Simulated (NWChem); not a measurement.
System: GaHOBrCl; SMILES [Cl][Ga]([Br])[OH]

```xyz
5

Ga     0.3315    -0.4936     0.0000
Cl    -1.1415    -2.0644     0.0000
Br    -0.2763     1.6980     0.0000
O      2.0741    -0.8963     0.0000
H      2.2045    -1.8647     0.0000
```
Atoms are numbered in this order, from 1.

Results from NWChem. Medium grid unless said otherwise, to which SCAN and Minnesota functionals are sensitive. All runs use the structure optimised with PBE-D3(BJ)/def2-SVP.

Problem. Predict the results for M06-L/def2-SVP. Quantities: highest occupied level (eV); orbital gap (eV); dipole (D).

Solution. The highest occupied level (eV) is -7.72 and the orbital gap (eV) is 5.41. The dipole (D) is 1.20.
